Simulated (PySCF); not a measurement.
H2S, SMILES S. Atoms are numbered in the order given.

```xyz
3

S      0.0000     0.0000     0.1031
H      0.0000    -0.9703    -0.8249
H      0.0000     0.9703    -0.8249
```
Charge 0, spin multiplicity 1.

Geometry optimised at B3LYP-D3(BJ)/def2-TZVP.

Two levels are set side by side: PBE/pcSseg-1 (PySCF) and KT2/pcSseg-1 (PySCF). GIAO shifts against H2S (³³S), TMS (¹H) at the same level; non-relativistic, no solvent, atoms listed together averaged. Differences are taken from unrounded values.

| quantity | PBE |
|---|---|
| δ(³³S) of S1 (ppm) | 0.0 |
| δ(¹H) of H2, H3 (ppm) | 0.80 |

**Question.** These are the PBE values. What does KT2 give? (An estimate is asked for; the answer gives what the named calculation found.)

**Answer.** 
| quantity | KT2 | PBE minus KT2 |
|---|---|---|
| δ(³³S) of S1 (ppm) | 0.0 | 0.0 |
| δ(¹H) of H2, H3 (ppm) | 0.80 | 0.00 |

On these quantities the two levels nearly agree.

Rough cost on one machine, each run with all the roots and properties that it gave: KT2 against PBE within a factor of 2.
